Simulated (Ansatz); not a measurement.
Cost and result up the ladder for Tl4H5 (9 atoms). Charge 0, multiplicity 2. Geometry: PBE-D4/def2-SVP.

```csv
atom,x (Å),y (Å),z (Å)
Tl1,0.068,-1.954,0.285
Tl2,-0.518,0.278,-2.588
Tl3,-2.402,0.745,0.862
Tl4,1.382,1.252,0.585
H5,0.923,-3.452,0.983
H6,-0.325,1.576,1.394
H7,1.744,-0.589,1.019
H8,1.151,1.236,-1.317
H9,-2.023,0.907,-1.222
```

Ansatz on 4 threads of Arm Neoverse V1 on a shared host. Times are rough, and most runs start from the orbitals of an earlier one. PBE0-D4/def2-TZVP serves as the yardstick here, not as an exact answer. Differences are given only for rows in sets of like size (and for xTB, whose basis is part of the method), since another set adds its own error. Binding counts from free atoms at the same level (Tl doublet, H doublet; other spins of the atoms weren't run), without zero-point energy or a counterpoise term.

In the def2 sets Tl takes a core potential; there is no spin–orbit coupling. HSE06 is defined as in plane-wave codes, on full-range PBE exchange. Correlated methods freeze 16 core orbitals; core or outer-core shells of Tl are correlated, in sets that lack core-valence functions. The rows differ in basis, and correlated rows in double-zeta sets carry the largest basis error. Another isomer (doublet) lies 0.60 eV lower at PBE0-D4/def2-TZVP; other spin states weren't run for this one.

Correlated methods converge slowly with the basis, most of all in double-zeta sets.

| level | functions | binding energy per atom (eV) | difference from PBE0-D4/def2-TZVP (eV) |
| --- | --- | --- | --- |
| PBE0-D4/def2-SVP | 129 | 1.56 | – |
| BHLYP-D4/def2-TZVP | 230 | 1.58 | 0.01 |
| r2SCAN-D4/def2-TZVP | 230 | 1.62 | 0.04 |
| CCSD(T)/def2-SVP | 129 | 1.44 | – |
| PBE-D4/def2-SVP | 129 | 1.61 | – |
| PBE0-D4/def2-TZVP | 230 | 1.57 | 0.00 |
| PBE-D4/def2-TZVP (with forces) | 230 | 1.62 | 0.05 |
| HSE06-D4/def2-TZVP | 230 | 1.58 | 0.00 |
| MP2/def2-TZVP | 230 | 1.41 | -0.17 |

(1) Estimate how long each takes.

## Answers

(1) PBE-D4/def2-SVP 3.4 s; PBE0-D4/def2-SVP 5.5 s; PBE-D4/def2-TZVP (with forces) 7.5 s; MP2/def2-TZVP 14 s; HSE06-D4/def2-TZVP 16 s; PBE0-D4/def2-TZVP 16 s; r2SCAN-D4/def2-TZVP 16 s; BHLYP-D4/def2-TZVP 17 s; CCSD(T)/def2-SVP 2.5 min. On shared hardware such times vary by a factor of up to 3.
